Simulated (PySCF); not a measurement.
Exercise with solution: entropy of an ideal gas

F2H3N2Nb, SMILES [NH]=[Nb]([NH2])([F])[F], multiplicity 1.

The structure is a stationary point at PBE-D3(BJ)/def2-SVP. The spin state was assumed, not searched. The def2 effective core potentials stand for the cores of Nb; spin–orbit coupling is left out. One conformer was computed; it need not be the lowest.

PBE-D3(BJ)/def2-SVP in PySCF gives the harmonic wavenumbers 163, 170, 189, 209, 236, 411, 462, 501, 552, 606, 656, 681, 713, 991, 1458, 3448, 3552, 3563 cm⁻¹ and the rotational temperatures 0.1485, 0.1482, 0.1307 K. The molar mass is 161.94 g/mol, the symmetry number 1, the spin multiplicity 1.

Question: Work out the entropy at 298.15 K and 1 atm in the rigid-rotor, harmonic-oscillator model.

Answer: 
Translation (Sackur–Tetrode at 1 atm): S = R[1.5 ln M + 2.5 ln T − 1.16487] = 172.2 J/(mol K).
Rotation: q = (√π/σ) T^1.5/√(θA θB θC) = 170000, S = R[ln q + 3/2] = 112.6 J/(mol K).
Vibration: with u = 1.4388 ν/T, each mode gives R[u/(e^u − 1) − ln(1 − e^−u)]:
| ν (cm⁻¹) | modes | u | S (J/(mol K)) |
|---|---|---|---|
| 163 | 1 | 0.79 | 10.52 |
| 170 | 1 | 0.82 | 10.19 |
| 189 | 1 | 0.91 | 9.36 |
| 209 | 1 | 1.01 | 8.59 |
| 236 | 1 | 1.14 | 7.67 |
| 411 | 1 | 1.98 | 3.86 |
| 462 | 1 | 2.23 | 3.18 |
| 501 | 1 | 2.42 | 2.74 |
| 552 | 1 | 2.66 | 2.26 |
| 606 | 1 | 2.92 | 1.84 |
| 656 | 1 | 3.17 | 1.52 |
| 681 | 1 | 3.29 | 1.38 |
| 713 | 1 | 3.44 | 1.22 |
| 991 | 1 | 4.78 | 0.41 |
| 1458 | 1 | 7.04 | 0.06 |
The stiffer modes add less than 0.005 each. Sum 64.8 J/(mol K).
Spin: R ln 1 = 0.0 J/(mol K).
Total 349.6 J/(mol K); the program's own thermochemistry gives 349.6. Translation makes up 49 % and vibration 19 %. Anharmonicity, hindered rotation and orbital degeneracy are left out.
